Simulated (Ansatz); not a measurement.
Cu8Te4⁻. Charge -1, multiplicity 2. Geometry PBE-D4/def2-SVP; atoms count from 1.

```tsv
atom	x (Å)	y (Å)	z (Å)
Cu1	-0.085	-1.577	-1.655
Cu2	-1.505	0.151	-0.487
Cu3	0.100	-1.340	0.850
Cu4	-0.585	0.935	1.745
Cu5	1.825	0.536	0.971
Cu6	1.418	0.236	-1.441
Cu7	-1.881	-2.307	-0.312
Cu8	0.153	2.089	-0.421
Te9	-2.348	-0.912	1.803
Te10	2.416	-1.721	-0.172
Te11	-0.615	1.092	-2.695
Te12	1.107	2.818	1.812
```

In the def2 sets Te takes a core potential; there is no spin–orbit coupling. Single mean-field runs in def2-TZVP are fitted with def2-universal-jkfit. The structure comes from a short search, and lower isomers may exist.

Estimate the Mulliken populations from the PBE0/def2-TZVP orbitals of Ansatz.


```csv
atom,charge (e),spin (α − β),d electrons
Cu1,0.04,0.28,9.85
Cu2,0.06,0.00,9.79
Cu3,0.06,0.00,9.79
Cu4,-0.08,0.02,9.82
Cu5,-0.04,0.01,9.81
Cu6,0.01,0.01,9.82
Cu7,-0.10,0.42,9.87
Cu8,-0.04,0.01,9.81
Te9,-0.17,0.15,–
Te10,-0.25,0.05,–
Te11,-0.25,0.05,–
Te12,-0.24,0.00,–
```
Mulliken values depend strongly on the basis.

Where does the spin sit?

Summed by element: Cu 0.75, Te 0.25, of 1 unpaired in all. Largest on single atoms: Cu7 0.42, Cu1 0.28, Te9 0.15.

And the Mayer bond orders between heavy atoms (over 0.3)?

Cu1–Cu7 0.56 (2.36 Å); Cu1–Te10 0.33 (2.91 Å); Cu1–Te11 0.33 (2.91 Å); Cu2–Te9 0.50 (2.66 Å); Cu2–Te11 0.64 (2.56 Å); Cu3–Te9 0.50 (2.66 Å); Cu3–Te10 0.64 (2.56 Å); Cu4–Te9 0.61 (2.55 Å); Cu4–Te12 0.73 (2.53 Å); Cu5–Te10 0.59 (2.60 Å); Cu5–Te12 0.73 (2.54 Å); Cu6–Te10 0.66 (2.54 Å); Cu6–Te11 0.66 (2.54 Å); Cu7–Te9 0.57 (2.58 Å); Cu8–Te11 0.59 (2.60 Å); Cu8–Te12 0.73 (2.54 Å).
